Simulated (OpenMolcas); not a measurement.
Mn5+.

```yaml
Program: OpenMolcas
Basis: ANO-RCC-VDZP [5s4p2d1f]
Scalar_Hamiltonian: DKH2, point nucleus
Active_space: 2 electrons in 5 orbitals (3d)
State_averaging: 2S+1 = 3 even, 10 roots; 2S+1 = 1 even, 15 roots
Spin-orbit_coupling: RASSI with atomic mean-field integrals over the reference wave functions, term energies averaged over their components
```

Two sets of levels on these reference wave functions, in cm-1 above 3d2 3F2: one from CASSCF and one from SS-CASPT2, IPEA 0.25 Eh, imaginary shift 0.1 Eh (closed shells correlated: 3s 3p).

| Level | Set 1 | Set 2 |
| --- | --- | --- |
| 3d2 3F2 | 0.0 | 0.0 |
| 3d2 3F3 | 715 | 720 |
| 3d2 3F4 | 1625 | 1629 |
| 3d2 1D2 | 18440 | 15600 |
| 3d2 3P0 | 21440 | 18520 |
| 3d2 3P1 | 21700 | 18780 |
| 3d2 3P2 | 22280 | 19360 |
| 3d2 1G4 | 28260 | 26660 |
| 3d2 1S0 | 68480 | 61180 |

Task: Which set is which?

Result: Set 2 is SS-CASPT2. Its levels of the other terms of 3d2 lie at 0.85 to 0.94 of the other set's values, as expected, since terms of lower spin or lower L gain more correlation energy than the Hund ground term. Against 7 measured levels (Corliss and Sugar, J. Phys. Chem. Ref. Data 6, 1253 (1977)) the mean absolute deviation is 530 cm-1 with it and 2400 cm-1 without; single levels miss by up to 1100 cm-1 with it.

Term energies are means over components that CASPT2 splits; among the terms shown or strongly mixed into the levels shown the widest spread is 780 cm-1 (3d2 1G, SS-CASPT2). The basis is small and was not contracted for so high a charge. Without dynamic correlation excited terms often stand tens of per cent too high (terms of higher spin than the ground term too low), and those without a measured partner can miss by more than the paired ones (holds for CASSCF). Measured partners are found by configuration, term and J. A level has none where our copy of the source lacks it or the pairing is in doubt (some pairs that miss far off the trend of their configuration count as doubtful), and it then counts in no deviation. Only configurations of the active space appear.
